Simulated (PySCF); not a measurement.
A structure optimised at PBE-D3(BJ)/def2-SVP, used in a PySCF frequency run:

```
Si
F 1 1.6470
O 1 1.6713 2 105.07
H 3 0.9732 1 114.94 2 -28.11
N 1 1.7077 2 113.96 3 120.55
H 5 1.0210 1 121.82 2 -88.64
H 5 1.0225 6 112.14 1 145.37
C 1 1.8989 2 104.91 3 -123.46
F 8 1.4013 1 109.36 2 -160.18
H 8 1.1137 9 109.18 7 153.72
H 8 1.1143 10 106.93 9 -117.69
```
Charge 0, spin multiplicity 1.

**Question.** Write its SMILES and formula.

**Answer.** N[Si@](O)(F)CF, CH5F2NOSi

**Question.** What are its rotational constants (standard atomic weights)?

**Answer.** 3.6568, 1.9864, 1.9008 GHz
